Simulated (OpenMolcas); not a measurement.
W4+ (d2) among equal point charges was computed by CASSCF with the d shell active (OpenMolcas, ANO-RCC-VDZP on the metal). Its lowest spin-free states, and all those of the highest spin:

| 2S+1 | Degeneracy | E (cm-1) |
| --- | --- | --- |
| 3 | 1 | 0.0 |
| 3 | 2 | 931.4 |
| 1 | 1 | 10814 |
| 1 | 1 | 11098 |
| 1 | 2 | 12076 |
| 3 | 1 | 12287 |
| 1 | 1 | 12574 |
| 3 | 2 | 13118 |
| 3 | 2 | 22363 |
| 1 | 1 | 23394 |
| 1 | 1 | 24840 |
| 3 | 1 | 25294 |
| 3 | 1 | 26774 |

Q: Is the site octahedral, tetrahedral or cube-like, axial, or of lower symmetry?

A: The states with 2S+1 = 3 have orbital degeneracies 1, 2, 1, 2, 2, 1, 1. There are pairs but no triples, so the site is axial: not cubic, but with a proper or improper axis of order three or more. The run had W4+ among 6 point charges of -1.2 e arranged as a tetragonal octahedron (D4h), 1.83 Å from the ion, with the axial distance 1.903 Å.

Spin-orbit coupling mixes the spin-free states strongly: the lowest level takes only 60 % from its leading state, 3A2. Without dynamic correlation the repulsion within the d shell is too large (B by tens of per cent), so at a given field states of lower spin stand too high. This is an electrostatic model: the charges have no orbitals. No measured value stands beside these numbers.
